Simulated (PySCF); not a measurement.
C6H18N2Si, SMILES CN(C)[Si](C)(C)N(C)C.

Geometry optimised at B3LYP-D3(BJ)/def2-SVP. The isomer is the one that the SMILES or the coordinates give; other isomers of the formula were not compared. The values are those of a single conformer.

All values below come from M06-2X/def2-SVP in PySCF.

Symmetry labels are those of the subgroup C2 that the program uses (full group C2).

Computed valence orbital energies around the gap with their symmetry:
```json
[
 {"orbital": "HOMO−7", "symmetry": "B", "energy (eV)": "-11.95"},
 {"orbital": "HOMO−6", "symmetry": "B", "energy (eV)": "-11.36"},
 {"orbital": "HOMO−5", "symmetry": "A", "energy (eV)": "-11.35"},
 {"orbital": "HOMO−4", "symmetry": "B", "energy (eV)": "-10.75"},
 {"orbital": "HOMO−3", "symmetry": "A", "energy (eV)": "-10.34"},
 {"orbital": "HOMO−2", "symmetry": "B", "energy (eV)": "-9.71"},
 {"orbital": "HOMO−1", "symmetry": "A", "energy (eV)": "-7.29"},
 {"orbital": "HOMO", "symmetry": "B", "energy (eV)": "-7.12"},
 {"orbital": "LUMO", "symmetry": "A", "energy (eV)": "2.06"},
 {"orbital": "LUMO+1", "symmetry": "B", "energy (eV)": "3.09"},
 {"orbital": "LUMO+2", "symmetry": "B", "energy (eV)": "3.24"},
 {"orbital": "LUMO+3", "symmetry": "A", "energy (eV)": "3.27"}
]
```
